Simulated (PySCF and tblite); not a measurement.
Results of a calculation; reference values are marked as such.
System: C₇H₉NO, numbered as in [H]/[N:9]=[C:8]1\[C:5](=[CH:4]/[O:3][CH:2]=[CH2:1])[CH2:6][CH2:7]1.

The path came from a restrained scan, a climbing-image band and a saddle search at GFN2-xTB; energies are PBE0/pcSseg-1 + D3(BJ)//GFN2-xTB, thermal terms GFN2-xTB. Rates follow Eyring's equation with the number of equivalent paths and no tunnelling. Programs: tblite and PySCF.

How high is the barrier to the rotation about the C4–O3 bond (torsion C5–C4–O3–C2 from 180° to 336°, rising), through which structure does it pass, and what rate follows at 298 K?

The electronic barrier is 4.1 kcal/mol and ΔG‡(298 K) 4.0 kcal/mol, over a C1 saddle with an imaginary mode of 135i cm⁻¹ (GFN2-xTB). With 2 equivalent paths, k is 1.5×10¹⁰ s⁻¹, a mean lifetime of the start of 65 ps against this motion. The end lies 2.0 kcal/mol above the start in free energy.
